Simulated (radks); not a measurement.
Problem. The mean radii <r> (bohr) of the occupied orbitals of an atom or ion are listed with their occupations. All-electron calculation, Dirac Kohn-Sham, LDA (Slater exchange, Perdew-Wang correlation), spin-unpolarised, spherical densities, point nucleus. Program: a radial shooting solver on a logarithmic mesh with Libxc functionals.

orbital  occ.     <r>
1s1/2       2  0.2296
2s1/2       1   1.063
4p1/2       1   5.186

Name the element and its charge. Open shells, if any, fill j = l - 1/2 first.

Solution. Z = 7, nitrogen, charge +3: N3+ in [He] 2s1 4p1. The 1s radius gives Z: for a bare nucleus <r> = (2 gamma + 1)/(2Z) with gamma = sqrt(1 - (Z/c)^2), 0.2141 bohr for Z = 7, and screening makes it slightly larger (0.2296 here). The occupations add up to 4, and the charge is Z minus that.
